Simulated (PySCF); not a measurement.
Parent: `[CH3:1][B:2]([F:3])[F:4]`, CH3BF2.

Computed, not measured: PBE0-D3(BJ)/def2-SVP geometry optimisation, gas phase (PySCF). One conformer each, not checked by frequencies here.

```csv
coordinate of the parent,value
C1–B2,1.558 Å
B2–F3,1.323 Å
B2–F4,1.323 Å
C1–B2–F3,122.9°
C1–B2–F4,121.2°
F3–B2–F4,115.9°
```

Q: How does the shared frame change in `[CH3:1][B:2]([CH3:3])[CH2:4][B:5]([F:6])[F:7]` with C1–B2–C4–B5 95°, B2–C4–B5–F6 -94°, C3H8B2F2? Atoms pair as C1 = C4, B2 = B5, F3 = F6, F4 = F7 (parent first).

A: 
```
  parent  relative  value in the relative  change
   C1–B2     C4–B5                1.552 Å  -0.006
   B2–F3     B5–F6                1.325 Å  +0.002
   B2–F4     B5–F7                1.325 Å  +0.002
C1–B2–F3  C4–B5–F6                 122.2°    -0.7
C1–B2–F4  C4–B5–F7                 121.9°    +0.7
F3–B2–F4  F6–B5–F7                 115.8°    -0.1
```

Of the parent's bonds, C1–B2 changes most (-0.006 Å). Bonds of the relative outside the shared frame: C1–B2 1.571, B2–C3 1.569, B2–C4 1.584 Å.

Q: How does the shared frame change in `[CH3:1][CH:2]([CH3:3])[O:4][CH2:5][B:6]([F:7])[F:8]` with C1–C2–O4–C5 81°, C2–O4–C5–B6 71°, O4–C5–B6–F7 3°, C4H9BF2O? Atoms pair as C1 = C5, B2 = B6, F3 = F7, F4 = F8 (parent first).

A: 
| parent | relative | value in the relative | change |
| --- | --- | --- | --- |
| C1–B2 | C5–B6 | 1.572 Å | +0.014 |
| B2–F3 | B6–F7 | 1.317 Å | -0.006 |
| B2–F4 | B6–F8 | 1.321 Å | -0.002 |
| C1–B2–F3 | C5–B6–F7 | 122.7° | -0.2 |
| C1–B2–F4 | C5–B6–F8 | 120.4° | -0.8 |
| F3–B2–F4 | F7–B6–F8 | 116.9° | +1.0 |

Of the parent's bonds, C1–B2 changes most (+0.014 Å). Bonds of the relative outside the shared frame: C1–C2 1.521, C2–C3 1.514, C2–O4 1.415, O4–C5 1.398 Å.

Q: How does the shared frame change in `[CH2:1]=[C:2]([CH3:3])[CH2:4][B:5]([F:6])[F:7]` with C1–C2–C4–B5 -97°, C2–C4–B5–F6 -69°, C4H7BF2? Atoms pair as C1 = C4, B2 = B5, F3 = F6, F4 = F7 (parent first).

A: 
```
  parent  relative  value in the relative  change
   C1–B2     C4–B5                1.564 Å  +0.006
   B2–F3     B5–F6                1.323 Å   0.000
   B2–F4     B5–F7                1.320 Å  -0.003
C1–B2–F3  C4–B5–F6                 121.6°    -1.3
C1–B2–F4  C4–B5–F7                 122.3°    +1.1
F3–B2–F4  F6–B5–F7                 116.0°    +0.1
```

Of the parent's bonds, C1–B2 changes most (+0.006 Å). Bonds of the relative outside the shared frame: C1=C2 1.339, C2–C3 1.499, C2–C4 1.515 Å.
